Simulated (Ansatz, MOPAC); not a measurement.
System: silylphosphine, SiPH₅, charge 0, multiplicity 1. SMILES: [SiH3]P
Geometry: optimised at B3LYP-D3(BJ)/def2-TZVP (Ansatz, a program for electronic structure).

Wanted: vertical ionisation energy to the doublet, in eV. Terms: each state is the SCF solution reached for its charge and spin; valence correlation only; non-relativistic; open shells spin-unrestricted; no spin-orbit coupling; 6-31G* and kin with 6d, 5d where marked; dispersion terms only where a functional's name holds one. CBS marks a two-point X^-3 extrapolation of the correlation energy; Hartree-Fock from the larger set. [CCSD(T)-MP2]/basis is that difference in the basis named. Ab initio and DFT rows: single points at B3LYP-D3(BJ) geometries (Ansatz). Semi-empirical rows: differences of heats of formation at the shared geometry for vertical values.

| species | coefficient | E at MP2/6-31G* (Ansatz), Eh | E at PBE/def2-TZVPD (Ansatz), Eh | heat of formation at PM3 (MOPAC), kcal/mol |
|---|---|---|---|---|
| charge 1, doublet | +1 | -632.37005 | -633.18274 | 210.96 |
| charge 0, singlet | -1 | -632.71622 | -633.53990 | 8.98 |

Coupled cluster (Ansatz) is a level with limits of its own, used here on species with T1 under 0.025 (0.045 for open shells) and stable references: RI-MP2/CBS(def2-TZVPPD,def2-QZVPPD)+[CCSD(T)-MP2]/def2-TZVPPD. Value to compare with, RI-MP2/CBS(def2-TZVPPD,def2-QZVPPD)+[CCSD(T)-MP2]/def2-TZVPPD (Ansatz): 9.97 eV. 1 Eh = 27.2114 eV and 1 eV = 23.0605 kcal/mol.

Compute it at each level from the table, and compare with RI-MP2/CBS(def2-TZVPPD,def2-QZVPPD)+[CCSD(T)-MP2]/def2-TZVPPD (Ansatz).


- MP2/6-31G*: the sum of coefficient times E is 0.34617 Eh, or 9.420 eV. Result: 9.42 eV. Its difference against RI-MP2/CBS(def2-TZVPPD,def2-QZVPPD)+[CCSD(T)-MP2]/def2-TZVPPD (Ansatz) is -0.55 eV.
- PBE/def2-TZVPD: the sum of coefficient times E is 0.35716 Eh, or 9.719 eV. Result: 9.72 eV. Its difference against RI-MP2/CBS(def2-TZVPPD,def2-QZVPPD)+[CCSD(T)-MP2]/def2-TZVPPD (Ansatz) is -0.25 eV.
- PM3: the sum of coefficient times heat of formation is 201.98 kcal/mol, or 8.76 eV. Its difference against RI-MP2/CBS(def2-TZVPPD,def2-QZVPPD)+[CCSD(T)-MP2]/def2-TZVPPD (Ansatz) is -1.21 eV.
